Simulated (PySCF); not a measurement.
C5H7F, SMILES C=CC(F)C=C.

Geometry: B3LYP-D3(BJ)/def2-SVP. Other conformers were not sampled.

The numbers are results of HF/def2-TZVP run with PySCF, not measurements.

The molecule is in vacuum.

### Question
Estimate the frontier levels, gap, dipole moment and polarisability. (Estimate from the structure and the level; the computed values follow.)

### Answer

```json
{
  "highest_occupied_level": "-10.34 eV",
  "lowest_empty_level": "3.48 eV",
  "orbital_gap": "13.82 eV",
  "dipole_moment": "2.13 D",
  "quadrupole, principal values (traceless, Buckingham form, about the centre of nuclear charge)": "-6.81, 1.91, 4.90 D·Å",
  "mean_static_polarisability": "59.0 bohr³ (8.74 Å³)",
  "polarisability_principal_values": "46.4, 61.5, 69.0 bohr³"
}
```
